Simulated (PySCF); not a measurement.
(SiH3)2PPF2, F₂H₆P₂Si₂.
SMILES with atom numbers: `[F:1][P:2]([F:3])[P:4]([SiH3:5])[SiH3:6]` (hydrogens: H7, H8, H9 on Si5; H10, H11, H12 on Si6)

The calculation used PySCF, PBE0-D3(BJ)/def2-SVP geometry optimisation, gas phase.

(1) Give the optimised bond lengths and angles.

Results:

(1) 
```
                   bond  length (Å)   order
                  F1–P2       1.611  single
                  P2–F3       1.622  single
                  P2–P4       2.239  single
         P4–Si5, P4–Si6       2.269  single
Si5–H7 and 5 like bonds       1.493  single
```

Bonds in one row agree within 0.01 Å and their mean is given. Orders are formal, as drawn. A selection of angles:
```
     angle  degrees
  F1–P2–F3     97.8
  F1–P2–P4     98.1
 P2–P4–Si5     95.9
Si5–P4–Si6     95.5
 P4–Si5–H7    112.1
 P4–Si5–H8    105.9
 P4–Si5–H9    109.4
 H7–Si5–H8    109.0
P4–Si6–H10    107.0
P4–Si6–H11    112.9
```

Dihedral angles: F1–P2–P4–Si5 -143° (anticlinal). The mirror-image conformer, all signs reversed, is as good.

P2 (three-coordinate phosphorus) is pyramidal (angles 98.1°, 97.8° and 97.4°, sum 293.2°, 0.87 Å off the plane of its three neighbours). Si5 (SiH3 silicon) is distorted tetrahedral (angles from 105.9° to 112.1°). P4 (three-coordinate phosphorus) is pyramidal (angles 95.9°, 95.5° and 95.5°, sum 287.0°, 1.17 Å off the plane of its three neighbours).

Point group: C1 (no symmetry element, even within 0.4 Å). PBE0-D3(BJ)/def2-SVP frequencies: not computed here. One conformer, not necessarily the lowest.

On one thread of an Arm Neoverse V1, shared host with 32 logical CPUs at a one-minute load of 24, this took 2.4 min of wall time and 0.56 GiB of memory at its peak. These figures are those of the optimisation.
